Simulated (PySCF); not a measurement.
**Converging KS in the basis (MP2)**

PySCF, UHF reference; doublet, unpaired electrons π ↑; De to K + S without counterpoise correction. Frozen cores follow the default of each basis and core potential.

| basis | relativity | functions | Re (Å) | ωe (cm⁻¹) | De (eV) | frozen orbitals |
| --- | --- | --- | --- | --- | --- | --- |
| x2c-SVPall | spin-free X2C | 42 | 2.857 | 254 | 1.93 | 10 |
| def2-SVPD | no relativity | 54 | 2.914 | 242 | 2.44 | 10 |
| x2c-TZVPPall | spin-free X2C | 75 | 2.846 | 258 | 2.40 | 10 |

Problem. How does each smaller set differ from the one with most functions, x2c-TZVPPall?

Solution. x2c-SVPall: +1.1 pm, -1.6 % in ωe, -0.47 eV in De; def2-SVPD: +6.8 pm, -6.2 % in ωe, +0.04 eV in De. All at MP2; the set with most functions is neither the basis-set limit nor always the best. The rows treat relativity differently, so the differences are not basis effects alone.

Correlated steps freeze 10 core orbitals. Correlated levels converge slowly with the basis: in double zeta they bind strong bonds too weakly, by up to about 1 eV, and carry superposition errors of some tenths. The state was picked by a PBE0 search and need not be the measured ground state.
